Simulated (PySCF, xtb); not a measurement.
Al(OH)(NH2)2 (AlH5N2O), SMILES [NH2][Al]([NH2])[OH].

xtb with GFN2-xTB at its own geometry gives an orbital gap of 4.09 eV and a dipole moment of 0.18 D.

Coordinates come from a B3LYP-D3(BJ)/def2-SVP optimisation. The geometry has at least one imaginary mode, so it is a saddle point at that level. The values are those of a single conformer.

Problem. What does PBE0/def2-TZVP in PySCF give? (Estimate from the structure and the level; the computed values follow.)

Solution. gap 6.91 eV (levels -6.72 and 0.19 eV), dipole 0.02 D.
